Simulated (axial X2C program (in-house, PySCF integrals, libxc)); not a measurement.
**Correcting the dissociation energy of GeF⁺ for spin–orbit coupling**

A spin-free CCSD(T) curve (one-electron X2C) was computed with an in-house all-electron X2C program for linear molecules (integrals from PySCF), basis Ge dyall-cv3z [9s9p7d4f1g], F dyall-av3z [7s6p3d2f] (cores contracted in-house), for the state M_S = 0, Λ = 0 (closed shell). It gives D0 = 5.645 eV to Ge+ + F, which in a spin-free picture are the weighted means of the ground terms.

Correlated methods: 10 electrons correlated (number of frozen shells: Ge 3 s, 2 p, 1 d; F 1 s), 234 virtual spin orbitals or spinors in MP2, 90 natural virtuals in coupled cluster.

Measured levels of the ground terms (NIST Handbook of Basic Atomic Spectroscopic Data), in cm⁻¹: Ge+ 2P: J = 1/2 at 0, J = 3/2 at 1767.4; F 2P: J = 3/2 at 0, J = 1/2 at 404.1.

The molecular state has Λ = 0, so it has no first-order lowering.

(1) How far does each ground level lie under the (2J+1)-weighted mean of its term?

(2) Correct D0.

Second-order spin–orbit effects in the molecule, which grow quickly with Z, are left out. The state is a single determinant with fixed occupations, the lowest that a limited PBE0 search found. Dissociation energies refer to the lowest single-determinant-based atoms at the same level and basis. CCSD and (T) use frozen natural virtuals with an MP2 correction for the truncation; (T) itself is uncorrected, so its De runs slightly low. With the outer-core shells frozen, correlated bond lengths of heavy atoms tend to come out a few hundredths of an ångström too long.

## Answers

(1) Ge+: (2 × 0 + 4 × 1767.4)/6 = 1178 cm⁻¹; F: (4 × 0 + 2 × 404.1)/6 = 135 cm⁻¹.

(2) D0 = 5.645 + (0 − 1313)/8065.5 = 5.482 eV at CCSD(T) with these spin–orbit terms. The direct two-component run gives 5.505 eV; the difference holds second-order terms in the molecule, scalar two-electron terms, the gap between measured and computed atomic splittings (a 2c atom can miss part of its lowering) and, in coupled cluster, the truncation of each run.
